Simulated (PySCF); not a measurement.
An unknown is described by computed data only.

Formula: C5H6FN.

| Quantity | Value |
| --- | --- |
| Rotational structure | rotational constants A, B, C: 3.864, 2.387, 1.581 GHz [GFN2-xTB] |
| Dipole | 1.41 D [PBE0/pcSseg-1] |
| NMR, other nuclei | isotropic shieldings of nuclei other than C and H, by class: -96 (1 N), 273 (1 F) ppm [GIAO PBE0/pcSseg-1] |
| 13C NMR | chemical shifts (computed TMS as zero) by class: 170.4 (1 C), 170.2 (1 C), 145.0 (1 C), 131.2 (1 C), 101.7 (1 C) ppm [GIAO PBE0/pcSseg-1] |
| 1H NMR | chemical shifts (computed TMS as zero) by class: 11.23 (1 H), 8.30 (1 H), 6.31 (1 H), 5.92 (1 H), 5.37 (1 H), 4.86 (1 H) ppm [GIAO PBE0/pcSseg-1] |

Gas-phase values; electronic properties from PySCF, density fitting. Levels stand in brackets. The structure is a single GFN2-xTB conformer in the gas phase; no vibrational or solvent corrections. NMR values are class means; diastereotopic atoms form classes of their own.

Problem. Propose a structure and show how it fits.

Solution. Numbering: `[H]/[N:7]=[CH:6]\[C:4]([C:2](=[CH2:1])[F:3])=[CH2:5]`. Its formula, C5H6FN, gives 3 degrees of unsaturation: 0 rings and 3 π bonds in the structure found. 5 carbons fall into 5 classes; from least to most shielded: imine carbon [C6] (170.4 ppm), vinylic C–F carbon [C2] (170.2 ppm), fully substituted alkene carbon [C4] (145.0 ppm), terminal =CH2 carbon [C5] (131.2 ppm), terminal =CH2 carbon [C1] (101.7 ppm). Hydrogen classes from least to most shielded: 1 H on an imine nitrogen, N7 (11.23 ppm), 1 H on an imine carbon, C6 (8.30 ppm), 1 H on a terminal =CH2 carbon, C5 (6.31 ppm), 1 H on a terminal =CH2 carbon, C5 (5.92 ppm), 1 H on a terminal =CH2 carbon, C1 (5.37 ppm), 1 H on a terminal =CH2 carbon, C1 (4.86 ppm). The other shieldings belong to: -96 ppm, imine nitrogen [N7]; 273 ppm, vinyl fluorine [F3]. The optimised geometry has point group C1 and is an asymmetric top. Structure: `[H]/N=C\C(=C)C(=C)F`. Computed isomers that give other values at the same levels: `Cn1ccc(F)c1` (13C chemical shifts (computed TMS as zero) by class: 161.5 (1 C), 119.9 (1 C), 109.1 (1 C), 104.0 (1 C), 37.3 (1 C) ppm); `FCc1ccc[nH]1` (13C chemical shifts (computed TMS as zero) by class: 130.3 (1 C), 122.4 (1 C), 114.6 (1 C), 113.5 (1 C), 81.3 (1 C) ppm); `CC/C(F)=C/C#N` (rotational constant A: 7.165 GHz; this holds for the one conformer computed). The assignments are read from this structure; whether some other isomer fits the data as well wasn't checked.

Shape of the structure used: `[H]/[N:7]=[CH:6]\[C:4]([C:2](=[CH2:1])[F:3])=[CH2:5]`: C1–C2–C4–C5 -153°, C2–C4–C6–N7 23°.
